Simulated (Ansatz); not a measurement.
Mulliken charges of B₂FH₅OSi (`OBB(F)[SiH3]`) from r2SCAN/def2-TZVPP in Ansatz (PBE0-D4/def2-TZVP geometry).

| atom | x (Å) | y (Å) | z (Å) | charge (e) |
| --- | --- | --- | --- | --- |
| O1 | -1.417 | 1.411 | 1.240 | -0.283 |
| B2 | -1.219 | 0.880 | 0.010 | 0.077 |
| B3 | -0.486 | -0.653 | -0.135 | 0.354 |
| F4 | -1.239 | -1.746 | -0.262 | -0.232 |
| Si5 | 1.547 | -0.908 | -0.237 | 0.122 |
| H6 | -1.803 | 2.291 | 1.224 | 0.219 |
| H7 | -1.515 | 1.532 | -0.965 | -0.046 |
| H8 | 1.980 | -0.672 | -1.646 | -0.069 |
| H9 | 1.982 | -2.276 | 0.160 | -0.069 |
| H10 | 2.253 | 0.089 | 0.614 | -0.072 |

Task: By hand: the dipole of these point charges (1 e Å = 4.8032 D).

Result: Σ q r = (-0.149, 0.360, 0.005) e Å, of length 0.390 e Å = 1.87 D.

Task: How does the dipole of the full density compare? (Best estimate.)

Result: Ansatz gave: (-0.169, 0.421, 0.018) e Å, 2.18 D; the point charges give 0.86 times that, at 2° from its direction.

Point charges leave out the atoms' own dipoles, such as those of lone pairs, and Mulliken's split depends on the basis, so the close match here is no proof of good charges.
